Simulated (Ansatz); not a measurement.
Start from `C[N](C)[Zr]([F])([SH])[Cl]` and change one atom or group to get `C[N](C)[Zr]([NH2])([F])[Cl]`.

Ansatz, PBE0-D4/def2-TZVP geometries, multiplicity 1. Each molecule was computed in one conformer, which needn't be the lowest.

Elements past krypton have def2 core potentials.

```csv
property,`C[N](C)[Zr]([F])([SH])[Cl]`
HOMO energy (PBE0/def2-TZVPP) / eV,-7.40
HOMO–LUMO gap (PBE/def2-TZVPP) / eV,3.83
LUMO energy (PBE/def2-TZVPP) / eV,-2.33
LUMO energy (B3LYP/def2-TZVPP) / eV,-1.69
size of the dipole moment (B3LYP/def2-TZVPP) / D,2.90
HOMO energy (ωB97M-V/def2-TZVPP) / eV,-9.62
```

What does the change do to each property? (An estimate is asked.)

Computed: 
```json
{"property": "HOMO energy (PBE0/def2-TZVPP) / eV", "`C[N](C)[Zr]([NH2])([F])[Cl]`": "-6.76", "shift": "0.64"}
{"property": "HOMO–LUMO gap (PBE/def2-TZVPP) / eV", "`C[N](C)[Zr]([NH2])([F])[Cl]`": "3.87", "shift": "0.04"}
{"property": "LUMO energy (PBE/def2-TZVPP) / eV", "`C[N](C)[Zr]([NH2])([F])[Cl]`": "-1.62", "shift": "0.71"}
{"property": "LUMO energy (B3LYP/def2-TZVPP) / eV", "`C[N](C)[Zr]([NH2])([F])[Cl]`": "-1.00", "shift": "0.69"}
{"property": "size of the dipole moment (B3LYP/def2-TZVPP) / D", "`C[N](C)[Zr]([NH2])([F])[Cl]`": "3.22", "shift": "0.32"}
{"property": "HOMO energy (ωB97M-V/def2-TZVPP) / eV", "`C[N](C)[Zr]([NH2])([F])[Cl]`": "-9.00", "shift": "0.62"}
```

With PBE0 the HOMO rises by 0.64 eV and the LUMO rises by 0.73 eV, so the gap widens by about 0.09 eV. PBE moves the HOMO by 0.66 eV and ωB97M-V by 0.62 eV. Dipoles are sizes alone; their direction can turn.

B3LYP here is the variant with VWN-RPA as its local correlation; programs differ in this.
